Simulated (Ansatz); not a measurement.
Ansatz (a quantum-chemistry and plane-wave program) input (HF/3-21G): The .json file is the Basis Set Exchange's 3-21G.

Ansatz 0.2 input:
```yaml
crystal:
  periodic: [false, false, false]
  atoms:
    - {symbol: In, position_ang: [-0.00000000, -0.00000000, -0.00000000]}
    - {symbol: F, position_ang: [-1.62007353, -0.98434826, 0.05642044]}
    - {symbol: F, position_ang: [0.01964936, 1.75319905, -0.72295919]}
    - {symbol: F, position_ang: [1.60042418, -0.76885080, 0.66653876]}
basis:
  gaussian:
    orbitals: 3-21G.json
hamiltonian:
  xc: {name: HF}
phonons: {temperatures: {t_min: 298.15, t_max: 298.15, t_step: 100}}
```

Output:

```
Functional definition: HF
integrals: 0.01 GiB planned
732 factors; integrals over basis functions are off by at most 8.7e-5 eV
mean field: 0.21 GiB planned
mean field evaluation 1: about -163588.3694 eV, gradient 4.7e1 eV
mean field evaluation 2: about -163588.4814 eV, gradient 4.8e1 eV
mean field evaluation 4: about -163591.9285 eV, gradient 1.7e0 eV
mean field evaluation 8: about -163591.9556 eV, gradient 8.5e-2 eV
mean field -163591.95567626 eV, -6011.8934844925 hartree, gradient 5.6e-5 eV, S^2 0.000000; 0 other end points of the search recorded, 0 dependent functions left out
the calculation of the forces begins
reference -163591.95567626 eV, -6011.8934844925 hartree; 38, 38 occupied and 22, 22 virtual orbitals, 732 factors
these checks for a lower state are left out or cut short: stability, starts, cluster_reference, orbital_swaps, neighbouring_geometries, increment
integrals: 0.01 GiB planned
732 factors; integrals over basis functions are off by at most 8.7e-5 eV
mean field: 0.21 GiB planned
mean field evaluation 16: about -163591.9534 eV, gradient 1.3e0 eV
mean field -163591.95557226 eV, -6011.8934806705 hartree, gradient 5.9e-6 eV, S^2 0.000000; 0 other end points of the search recorded, 0 dependent functions left out
the calculation of the forces begins
reference -163591.95557226 eV, -6011.8934806705 hartree; 38, 38 occupied and 22, 22 virtual orbitals, 732 factors
these checks for a lower state are left out or cut short: stability, starts, cluster_reference, orbital_swaps, neighbouring_geometries, increment
integrals: 0.01 GiB planned
732 factors; integrals over basis functions are off by at most 8.7e-5 eV
mean field: 0.21 GiB planned
mean field -163591.95557258 eV, -6011.8934806824 hartree, gradient 5.9e-6 eV, S^2 0.000000; 0 other end points of the search recorded, 0 dependent functions left out
the calculation of the forces begins
reference -163591.95557258 eV, -6011.8934806824 hartree; 38, 38 occupied and 22, 22 virtual orbitals, 732 factors
these checks for a lower state are left out or cut short: stability, starts, cluster_reference, orbital_swaps, neighbouring_geometries, increment
integrals: 0.01 GiB planned
732 factors; integrals over basis functions are off by at most 8.7e-5 eV
mean field: 0.21 GiB planned
mean field evaluation 32: about -163591.7825 eV, gradient 1.4e0 eV
mean field -163591.95564124 eV, -6011.8934832054 hartree, gradient 5.9e-6 eV, S^2 0.000000; 0 other end points of the search recorded, 0 dependent functions left out
the calculation of the forces begins
reference -163591.95564124 eV, -6011.8934832054 hartree; 38, 38 occupied and 22, 22 virtual orbitals, 732 factors
these checks for a lower state are left out or cut short: stability, starts, cluster_reference, orbital_swaps, neighbouring_geometries, increment
integrals: 0.01 GiB planned
732 factors; integrals over basis functions are off by at most 8.7e-5 eV
mean field: 0.21 GiB planned
mean field -163591.95564171 eV, -6011.8934832228 hartree, gradient 5.9e-6 eV, S^2 0.000000; 0 other end points of the search recorded, 0 dependent functions left out
the calculation of the forces begins
reference -163591.95564171 eV, -6011.8934832228 hartree; 38, 38 occupied and 22, 22 virtual orbitals, 732 factors
these checks for a lower state are left out or cut short: stability, starts, cluster_reference, orbital_swaps, neighbouring_geometries, increment
integrals: 0.01 GiB planned
732 factors; integrals over basis functions are off by at most 8.7e-5 eV
mean field: 0.21 GiB planned
mean field -163591.95557633 eV, -6011.8934808199 hartree, gradient 5.9e-6 eV, S^2 0.000000; 0 other end points of the search recorded, 0 dependent functions left out
the calculation of the forces begins
reference -163591.95557633 eV, -6011.8934808199 hartree; 38, 38 occupied and 22, 22 virtual orbitals, 732 factors
these checks for a lower state are left out or cut short: stability, starts, cluster_reference, orbital_swaps, neighbouring_geometries, increment
integrals: 0.01 GiB planned
732 factors; integrals over basis functions are off by at most 8.7e-5 eV
mean field: 0.21 GiB planned
mean field evaluation 64: about -163591.9556 eV, gradient 2.0e-2 eV
mean field -163591.95557475 eV, -6011.8934807620 hartree, gradient 5.9e-6 eV, S^2 0.000000; 0 other end points of the search recorded, 0 dependent functions left out
the calculation of the forces begins
reference -163591.95557475 eV, -6011.8934807620 hartree; 38, 38 occupied and 22, 22 virtual orbitals, 732 factors
these checks for a lower state are left out or cut short: stability, starts, cluster_reference, orbital_swaps, neighbouring_geometries, increment
integrals: 0.01 GiB planned
732 factors; integrals over basis functions are off by at most 8.7e-5 eV
mean field: 0.21 GiB planned
mean field -163591.95567445 eV, -6011.8934844257 hartree, gradient 5.9e-6 eV, S^2 0.000000; 0 other end points of the search recorded, 0 dependent functions left out
the calculation of the forces begins
reference -163591.95567445 eV, -6011.8934844257 hartree; 38, 38 occupied and 22, 22 virtual orbitals, 732 factors
these checks for a lower state are left out or cut short: stability, starts, cluster_reference, orbital_swaps, neighbouring_geometries, increment
integrals: 0.01 GiB planned
732 factors; integrals over basis functions are off by at most 8.7e-5 eV
mean field: 0.21 GiB planned
mean field -163591.95567444 eV, -6011.8934844255 hartree, gradient 5.9e-6 eV, S^2 0.000000; 0 other end points of the search recorded, 0 dependent functions left out
the calculation of the forces begins
reference -163591.95567444 eV, -6011.8934844255 hartree; 38, 38 occupied and 22, 22 virtual orbitals, 732 factors
Total energy: -163591.95567626 eV, -6011.8934844925 hartree
Atom 0 at    -0.000000    -0.000000    -0.000000 Å, force    -0.000000    -0.000000     0.000000 eV/Å
Atom 1 at    -1.620074    -0.984348     0.056420 Å, force    -0.000119    -0.000072     0.000004 eV/Å
Atom 2 at     0.019649     1.753199    -0.722959 Å, force     0.000001     0.000129    -0.000053 eV/Å
Atom 3 at     1.600424    -0.768851     0.666539 Å, force     0.000118    -0.000057     0.000049 eV/Å
Dipole moment:     0.000000     0.000000    -0.000000 e Å
Vibrations: 145.13 145.13 148.32 692.82 750.33 750.34 cm⁻¹, zero-point energy 0.163167 eV
```

The blocks after the first are displaced geometries, from whose forces the wavenumbers follow.
